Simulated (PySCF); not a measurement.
Computed IR spectrum (relative IR intensity) of a molecule C4H6. The structure is a stationary point at PBE-D3(BJ)/def2-SVP. One conformer was computed; it need not be the lowest. The numbers are results of PBE-D3(BJ)/def2-SVP (PySCF 2.14.0), not measurements. Harmonic, unscaled wavenumbers; measured fundamentals usually lie a few per cent lower.

ν (cm⁻¹): 621 (vs), 838 (m), 890 (m), 1053 (w), 1169 (w), 1182 (w), 1283 (m), 2971 (s), 2975 (vs), 3031 (vs), 3105 (m), 3137 (m) (against the strongest line: vs over 80 %, s over 45 %, m over 15 %, w over 4 %, vw less)

Pick the molecule that these values belong to.
A) C=C=CC
B) CC#CC
C) C#CCC
D) C1=CCC1

D, C1=CCC1
